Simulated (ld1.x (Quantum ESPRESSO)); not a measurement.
# germanium (Ge), TM semilocal: configuration errors across variants

* Element: Ge (Z = 32)
* Generator: ld1.x (Quantum ESPRESSO) 7.5
* Type: norm-conserving Troullier–Martins (semilocal form)
* Functional: LDA (PZ)
* Relativity: scalar-relativistic
* Frozen core: [Ar]
* Valence charge: 14
* Reference configuration: 3d10 4s2 4p2
* Partial waves: 4s (bound): rc 1.75 bohr; 3d (bound): rc 1.05 bohr; 4p (bound): rc 1.60 bohr
* Local potential: the p channel
* Core correction: none

All-electron excitation energies from the reference (eV): (1) 3d10 4s2 4p1 7.636; (2) 3d10 4s2 4p0 23.352; (3) 3d10 4s1 4p0 58.570; (4) 3d9 4s2 4p3 29.720; (5) 3d9 4s2 4p2 38.946; (6) 3d10 4s0 4p0 105.224; (7) 3d10 4s0 4p4 16.359; (8) 3d10 4s2 4p2 spin -0.563; (9) 3d10 4s2 4p1 spin 7.451.

Spin tests fill each open shell by Hund’s rule, majority spin first.

In the semilocal form every listed channel keeps its own potential, so the choice of the local channel does not act on these tests. It acts once the file is put into the separable form.

A semilocal file is local in each channel, so a ghost entry of none says nothing of the separable form that plane-wave codes build from it.

2 further variants failed, have other tests or another functional or relativity, and are left out.

Errors AE − PS in meV (a dash: test not solved or not reliable):

```csv
change,(1),(2),(3),(4),(5),(6),(7),(8),(9),bound ghosts
base,+0.1,+1.1,+17,-374,-316,+59,+5.8,+7.4,+3.0,none
local potential the s channel,+0.1,+1.1,+17,-374,-316,+59,+5.8,+7.4,+3.0,none
wave 4s (bound): rc 1.75 bohr becomes 4s (bound): rc 1.68 bohr,+0.1,+0.9,+16,-378,-321,+61,+6.4,+7.3,+2.9,none
wave 3d (bound): rc 1.05 bohr becomes 3d (bound): rc 0.74 bohr,+0.1,+0.7,+13,-374,-313,+48,+5.2,+7.5,+3.0,not determined
"all radii scaled by about 1.37 (s 2.40, p 2.20, d 1.44 bohr)",+2.4,+21,+32,-90,+32,-124,-58,+9.7,+6.4,none
wave 4p (bound): rc 1.60 bohr becomes 4p (bound): rc 2.08 bohr,-0.2,+0.5,+17,-420,-354,+62,+2.3,+8.6,+3.2,none
local potential the d channel,+0.1,+1.1,+17,-374,-315,+59,+5.8,+7.4,+3.0,none
```

Question: Give the same row for: form changed from semilocal to separable (Kleinman–Bylander), still TM; local potential all-electron potential smoothed inside 1.70 bohr (lloc = -1).

Answer: +0.8, +4.6, +27, -391, -309, +57, +7.1, –, +3.5; bound ghosts: none.
